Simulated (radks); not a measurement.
Q: The table gives one normalised radial function P(r) = r R(r) (large component) of Eu2+ in [Xe] 4f(5/2: 6, 7/2: 0) 6s1 (r in bohr). Method: Dirac Kohn-Sham, PBE, spin-unpolarised, spherical densities, finite nucleus; Fermi nuclear charge, rms radius 5.1115 fm; computed with a radial shooting solver on a logarithmic mesh with Libxc functionals.

r	P
0.001961	0.0278
0.002283	0.0311
0.002658	0.0346
0.003095	0.0384
0.003603	0.0423
0.004161	0.0461
0.004844	0.0501
0.005639	0.0539
0.006564	0.0574
0.007642	0.0601
0.008897	0.0619
0.01036	0.0622
0.01196	0.0607
0.01392	0.0568
0.01621	0.0500
0.01887	0.0397
0.02197	0.0258
0.02558	0.0081
0.02978	-0.0128
0.03439	-0.0346
0.04003	-0.0580
0.0466	-0.0790
0.05425	-0.0941
0.06316	-0.0992
0.07353	-0.0906
0.0856	-0.0658
0.09886	-0.0278
0.1151	0.0236
0.134	0.0782
0.156	0.1230
0.1816	0.1437
0.2114	0.1284
0.2461	0.0733
0.2842	-0.0081
0.3309	-0.1045
0.3852	-0.1817
0.4484	-0.2093
0.522	-0.1687
0.6077	-0.0628
0.7075	0.0821
0.817	0.2172
0.9512	0.3144
1.107	0.3313
1.289	0.2539
1.501	0.0923
1.747	-0.1209
2.034	-0.3399
2.349	-0.5113
2.734	-0.6211
3.183	-0.6423
3.706	-0.5797
4.314	-0.4582
5.022	-0.3162
5.847	-0.1882
6.753	-0.0984
7.861	-0.0412
9.152	-0.0139
10.65	-0.0037

Which n and l does it have? It may be an empty orbital.

A: n = 6, l = 0: the number of nodes gives n - l - 1 = 5, the rise at small r points to l (this Dirac orbital starts outside the nucleus as r^gamma with gamma = sqrt((l + 1)^2 - (Z/c)^2) = 0.89; the j = 1/2 orbital of l + 1 starts with the same power, but with a smaller coefficient, and then steepens), and the extent must fit the shell. The curve is that of 6s1/2. 6s1/2: eigenvalue -15.968 eV, 5 radial nodes at r = 0.0272, 0.108, 0.281, 0.651, 1.61 bohr, <r> = 3.37 bohr, 90 % of the charge inside 4.81 bohr.
